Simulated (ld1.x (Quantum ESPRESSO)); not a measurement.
Values are calculated unless marked as measured or tabulated.
## Pseudopotentials across the periodic table

Generated with ld1.x 7.5 (TM, RRKJ, ultrasoft, PAW), atompaw 4.2 or ONCVPSP 4.0.1. The cutoff is in Ry: for ld1.x and atompaw files where the sum of valence levels is converged to 10 mRy in a Bessel basis, for ONCV files where the hardest occupied wave has 1 mHa per electron of residual kinetic energy. The error is the largest all-electron minus pseudo excitation energy over each file’s own four to seven test configurations (ionisations up to +4, promotions, holes and added fractions of an electron), all of which were solved. The labels leave out finer settings (local radius, basis sizes, second energies), which also bear on the numbers. Spin-polarised tests are not counted. The rows are a selection from randomly drawn settings: files with unsolved tests, undetermined cutoffs or missed reference levels are left out.

A true bound ghost makes a file unfit for plane-wave use even where its test errors are small: the radial tests pick states by their node count and pass the ghost by.

```csv
element,potential,cutoff (Ry),largest error (meV),bound ghosts
C,"TM, PBEsol, scalar-relativistic, rc 1.05/2.20 (sp), local smoothed, core correction no, reference 2s2 2p1.5",35,+639,none
Ni,"TM semilocal, PBE, scalar-relativistic, rc 1.70/1.90/0.85 (spd), local s, core correction yes, reference 3d8 4s1 4p0",260,-295,none
Zn,"RRKJ, PBE, scalar-relativistic, rc 1.85/2.85/1.35 (spd), local smoothed, core correction yes, reference 3d10 4s1.5 4p0.5",120,-18,none
In,"TM, LDA (PZ), scalar-relativistic, rc 1.80/2.35/1.75 (spd), local s, core correction yes, reference 4d10 5s2 5p1",70,-284,none
Ba,"TM, PBEsol, scalar-relativistic, rc 3.00/4.20/4.20 (spd), local p, core correction yes, reference 5d0 6s1.5 6p0",6,-34,s
Yb,"TM semilocal, PBE, scalar-relativistic, rc 3.18/3.92/2.06 (spd), local s, core correction yes, reference 5d1 6s1.5 6p0.5",18,-94,none
Tl,"TM semilocal, PBE, scalar-relativistic, rc 2.20/2.50/1.90 (spd), local s, core correction no, reference 5d10 6s2 6p0.5",50,-62,none
```

Fill in the row for Ga: TM, PBE, scalar-relativistic, rc 1.65/2.50 (sp), local p, core correction yes, reference 4s1 4p2.

cutoff 12 Ry, largest error -94 meV, bound ghosts: s.
